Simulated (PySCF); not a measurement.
# Radial density of B (boron, neutral)

UHF, [He] 2s2 2p1, 2P determinant. All numbers are calculated (PySCF 2.14, no relativity, point nucleus, in dyall-av3z (15s9p3d2f, 71 functions)).

```json
{"r (bohr)": "0.00429", "4πr²ρ (e/bohr)": "0.01590", "4πr²(ρα − ρβ)": "0.0000"}
{"r (bohr)": "0.00721", "4πr²ρ (e/bohr)": "0.04371", "4πr²(ρα − ρβ)": "0.0000"}
{"r (bohr)": "0.0121", "4πr²ρ (e/bohr)": "0.1177", "4πr²(ρα − ρβ)": "0.0000"}
{"r (bohr)": "0.0204", "4πr²ρ (e/bohr)": "0.3068", "4πr²(ρα − ρβ)": "0.0001"}
{"r (bohr)": "0.0343", "4πr²ρ (e/bohr)": "0.7557", "4πr²(ρα − ρβ)": "0.0002"}
{"r (bohr)": "0.0577", "4πr²ρ (e/bohr)": "1.696", "4πr²(ρα − ρβ)": "0.0005"}
{"r (bohr)": "0.0971", "4πr²ρ (e/bohr)": "3.260", "4πr²(ρα − ρβ)": "0.0014"}
{"r (bohr)": "0.163", "4πr²ρ (e/bohr)": "4.849", "4πr²(ρα − ρβ)": "0.0047"}
{"r (bohr)": "0.275", "4πr²ρ (e/bohr)": "4.739", "4πr²(ρα − ρβ)": "0.0190"}
{"r (bohr)": "0.462", "4πr²ρ (e/bohr)": "2.391", "4πr²(ρα − ρβ)": "0.0752"}
{"r (bohr)": "0.777", "4πr²ρ (e/bohr)": "0.9231", "4πr²(ρα − ρβ)": "0.2286"}
{"r (bohr)": "1.31", "4πr²ρ (e/bohr)": "1.408", "4πr²(ρα − ρβ)": "0.4201"}
{"r (bohr)": "2.20", "4πr²ρ (e/bohr)": "1.116", "4πr²(ρα − ρβ)": "0.3488"}
{"r (bohr)": "3.70", "4πr²ρ (e/bohr)": "0.2430", "4πr²(ρα − ρβ)": "0.0956"}
{"r (bohr)": "6.22", "4πr²ρ (e/bohr)": "0.009321", "4πr²(ρα − ρβ)": "0.0054"}
{"r (bohr)": "10.5", "4πr²ρ (e/bohr)": "2.208e-05", "4πr²(ρα − ρβ)": "0.0000"}
```
